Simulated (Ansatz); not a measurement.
Isolated molecules relaxed with PBE0-D4/def2-TZVP in Ansatz; ΔE leaves out vibrations. CCSD(T)/CBS adds triple-zeta CCSD(T) − MP2 to the extrapolated MP2 energy (def2 sets, frozen cores). Functionals use def2-TZVPP. For Ge outer-core shells are correlated without core-valence functions, which leaves a few kJ/mol of doubt a bond. Scalar relativity is left out up to krypton. One conformer a species, not always the lowest.

`O[SiH](O)[CH2][GeH3]` + `C=C=[CH][GeH3]` → `O[SiH](O)[GeH3]` + `C=C=C[CH2][GeH3]`  (redistribution)

`O[SiH](O)[CH2][GeH3]`:

Cartesian coordinates in Å:
```
O 1.733 -0.644 -0.522
Si 0.128 -0.913 -0.781
O -0.203 -1.209 -2.365
C -0.715 0.592 -0.114
Ge -0.254 0.984 1.753
H 2.341 -1.348 -0.748
H -0.320 -2.153 -0.103
H -0.043 -0.503 -2.994
H -0.455 1.471 -0.711
H -1.799 0.458 -0.184
H -0.280 -0.310 2.586
H 1.145 1.609 1.835
H -1.280 1.967 2.348
```

`C=C=[CH][GeH3]`:

```xyz
10

C     1.301    0.015    1.801
C     0.904    0.176    0.573
C     0.472    0.321   -0.643
Ge   -1.335   -0.188   -1.144
H     1.175    0.802    2.538
H     1.776   -0.906    2.120
H     1.133    0.739   -1.399
H    -2.042   -0.767    0.087
H    -1.285   -1.236   -2.270
H    -2.098    1.044   -1.663
```

`O[SiH](O)[GeH3]`:

Cartesian coordinates in Å:
```
O 1.059 0.199 -1.756
Si 0.914 -0.299 -0.196
O 0.732 -1.925 -0.032
Ge -0.930 0.820 0.834
H 0.269 0.294 -2.288
H 2.217 0.008 0.428
H -0.133 -2.311 -0.169
H -2.243 0.431 0.119
H -0.799 2.350 0.745
H -1.085 0.432 2.315
```

`C=C=C[CH2][GeH3]`:

```xyz
13

C     0.884    2.207    1.491
C     0.698    0.973    1.125
C     0.504   -0.262    0.758
C    -0.758   -0.788    0.155
Ge   -0.539   -1.142   -1.771
H     1.263    2.951    0.796
H     0.670    2.535    2.503
H     1.331   -0.961    0.870
H    -1.577   -0.078    0.279
H    -1.051   -1.727    0.633
H    -1.809   -1.799   -2.343
H     0.654   -2.090   -1.987
H    -0.269    0.180   -2.508
```

```csv
level,ΔE (kJ/mol)
ωB97X-V,47.9
PBE0,38.9
CCSD/def2-TZVPP,53.1
MP2/CBS(def2),55.4
```

Q: What does CCSD(T)/CBS give? (Best estimate.)

A: The calculation gave: +49.6 kJ/mol. The listed levels differ from it by -1.7, -10.7, 3.5, 5.8 kJ/mol.

Largest T1 diagnostic among the species: 0.012.

From PBE to PBE0 (25 % exact exchange), in def2-TZVPP and without D4, ΔE moves by +7.2 kJ/mol.
